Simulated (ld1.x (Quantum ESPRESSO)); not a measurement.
## Rb: one change to a TM potential, before and after

| Item | Value |
| --- | --- |
| Element | Rb |
| Generator | ld1.x (Quantum ESPRESSO) 7.5 |
| Type | norm-conserving Troullier–Martins (Kleinman–Bylander form) |
| Functional | PBEsol |
| Relativity | scalar-relativistic |
| Frozen core | [Ar] 3d10 4s2 |
| Valence charge | 7 |
| Reference configuration | 4p6 5s1 5p0 |
| Partial waves | 5s (bound): rc 4.10 bohr; 4p (bound): rc 2.60 bohr; 4d channel at 0.05 Ry: rc 3.90 bohr |
| Local potential | all-electron potential smoothed inside 2.80 bohr (lloc = -2) |
| Core correction | Bessel-smoothed model core, default radius (core density twice the valence density) |

Change: local potential the s channel.

Cutoffs: the cutoffs (Ry, on a coarse ladder) from which the occupation-weighted sum of valence levels, in a spherical-Bessel basis at the reference potential, stays within 10 and 1 mRy of its value at 400 Ry; they do not see the model core or the augmentation charge, which bear on the density cutoff. Errors are all-electron minus pseudo energies relative to the spin-unpolarised reference configuration.

What does the change do?

The potential gets harder (15 Ry and 18 Ry → 15 Ry and 21 Ry); of the 4 tests that both files solve, the error grows in 3 and shrinks in 1 by more than 15 % and 0.3 meV (median size 8.5 → 64.3 meV); neither file shows a bound ghost.

| quantity | base | changed |
| --- | --- | --- |
| cutoff, loose | 15 Ry | 15 Ry |
| cutoff, tight | 18 Ry | 21 Ry |
| bound ghosts | none | none |
| error for 4p6 5s0 5p0, meV [ΔE 4.07 eV] | -1.5 | -2.1 |
| error for 4p6 5s0.5 5p0, meV [ΔE 1.56 eV] | +1.0 | +0.2 |
| error for 4p6 5s0 5p1, meV [ΔE 1.49 eV] | -16 | -127 |
| error for 4p5 5s1 5p0, meV [ΔE 21.15 eV] | +169 | -237 |
| s: phases at 4.46 bohr within 0.05 rad from the reference energy up to (Ry; the scan ends near 5) | 0.2 | 0.9 |
| p: phases at 4.46 bohr within 0.05 rad from the reference energy up to (Ry; the scan ends near 5) | 0.1 | -0.2 |
| d: phases at 4.46 bohr within 0.05 rad from the reference energy up to (Ry; the scan ends near 5) | 0.8 | 0.7 |
